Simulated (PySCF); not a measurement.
# Level sweep

Species: C₂H₂F₂Se.
SMILES: `FC(F)C=[Se]`

PySCF, dipoles from the SCF density, polarisabilities from static response with core orbitals frozen. Geometry: PBE0-D3(BJ)/def2-SVP, one conformer, isolated molecule. Relativistic effects, spin–orbit coupling among them, are left out although an element past zinc is present.

Question: How do dipole and polarisability depend on functional and basis here?

Answer: 

| level | μ (D) | α (Å³) | anisotropy (Å³) |
| --- | --- | --- | --- |
| LDA/def2-SVPD | 0.732 | 8.43 | 4.17 |
| PBE/def2-SVPD | 0.669 | 8.46 | 4.19 |
| B3LYP/def2-SVPD | 0.808 | 8.20 | 4.05 |
| PBE0/def2-SVPD | 0.767 | 8.11 | 4.01 |
| BHandHLYP/def2-SVPD | 0.861 | 7.94 | 4.01 |
| CAM-B3LYP/def2-SVPD | 0.868 | 8.08 | 4.03 |
| wB97X-D/def2-SVPD | 0.799 | 8.11 | 4.01 |
| LC-wPBE/def2-SVPD | 0.852 | 7.94 | 4.03 |
| HF/def2-SVPD | 0.675 | 7.86 | 4.17 |
| PBE0/6-31G* | 0.203 | 6.22 | 4.66 |
| PBE0/def2-SVP | 0.652 | 6.15 | 4.46 |
| PBE0/aug-cc-pVDZ | 0.638 | 8.11 | 4.15 |
| PBE0/def2-TZVP | 0.616 | 7.40 | 4.40 |
| PBE0/def2-TZVPD | 0.662 | 8.24 | 4.05 |
| PBE0/aug-cc-pVTZ | 0.664 | 8.24 | 4.08 |

The anisotropy is √(½[(α1 − α2)² + (α2 − α3)² + (α3 − α1)²]). The dipole runs from 0.20 D (PBE0/6-31G*) to 0.87 D (CAM-B3LYP/def2-SVPD). No reference polarisability is at hand; against PBE0 in the largest diffuse basis at hand (aug-cc-pVTZ) the other PBE0 rows deviate by 6-31G* -24%, def2-SVP -25%, def2-SVPD -2%, aug-cc-pVDZ -2%, def2-TZVP -10%, def2-TZVPD 0%. In one basis (def2-SVPD) the functionals order the polarisability from HF (lowest) to PBE (highest), a spread of 8%. With PBE0 the polarisability is 6.59 Å³ without diffuse functions (mean of 6-31G*, def2-SVP and def2-TZVP) and 8.17 Å³ with them (mean of def2-SVPD, aug-cc-pVDZ, def2-TZVPD and aug-cc-pVTZ).
